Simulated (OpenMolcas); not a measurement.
Nb4+ (d1) among equal point charges was computed by CASSCF with the d shell active (OpenMolcas, ANO-RCC-VTZP on the metal). Its lowest spin-free states, and all those of the highest spin:

| 2S+1 | Degeneracy | E (cm-1) |
| --- | --- | --- |
| 2 | 1 | 0.0 |
| 2 | 2 | 1061 |
| 2 | 2 | 7854 |

**Question.** Is the site octahedral, tetrahedral or cube-like, axial, or of lower symmetry?

**Answer.** The states with 2S+1 = 2 have orbital degeneracies 1, 2, 2. There are pairs but no triples, so the site is axial: not cubic, but with a proper or improper axis of order three or more. The run had Nb4+ among 3 point charges of -1 e arranged as a planar triangle (D3h), 2.14 Å from the ion.

Spin-orbit coupling mixes the spin-free states strongly: the lowest level takes only 69 % from its leading state, 2A1. This is an electrostatic model: the charges have no orbitals. No measured value stands beside these numbers.
